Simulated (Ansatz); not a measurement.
Start from `C[CH2][In]([NH2])[Cl]` and change one atom or group to get `[NH2][InH][Cl]`.

Ansatz, PBE0-D4/def2-TZVP geometries, multiplicity 1. Each molecule was computed in one conformer, which needn't be the lowest.

Elements past krypton have def2 core potentials.

```csv
property,`C[CH2][In]([NH2])[Cl]`
size of the dipole moment (PBE/def2-TZVPP) / D,3.64
LUMO energy (PBE0/def2-TZVPP) / eV,-0.92
size of the dipole moment (ωB97M-V/def2-TZVPP) / D,3.72
size of the dipole moment (B3LYP/def2-TZVPP) / D,3.74
HOMO–LUMO gap (PBE/def2-TZVPP) / eV,4.21
LUMO energy (B3LYP/def2-TZVPP) / eV,-1.22
```

**Question.** Give the same properties after the change, and the shifts. (An estimate is asked.)

**Answer.** The calculation gave: 
| property | `[NH2][InH][Cl]` | shift |
| --- | --- | --- |
| size of the dipole moment (PBE/def2-TZVPP) / D | 3.03 | -0.61 |
| LUMO energy (PBE0/def2-TZVPP) / eV | -1.22 | -0.30 |
| size of the dipole moment (ωB97M-V/def2-TZVPP) / D | 3.10 | -0.62 |
| size of the dipole moment (B3LYP/def2-TZVPP) / D | 3.09 | -0.65 |
| HOMO–LUMO gap (PBE/def2-TZVPP) / eV | 4.23 | 0.02 |
| LUMO energy (B3LYP/def2-TZVPP) / eV | -1.50 | -0.28 |

With PBE0 the HOMO falls by 0.23 eV and the LUMO falls by 0.30 eV, so the gap narrows by about 0.07 eV. PBE moves the HOMO by -0.23 eV and ωB97M-V by -0.24 eV. Dipoles are sizes alone; their direction can turn.

B3LYP here is the variant with VWN-RPA as its local correlation; programs differ in this.
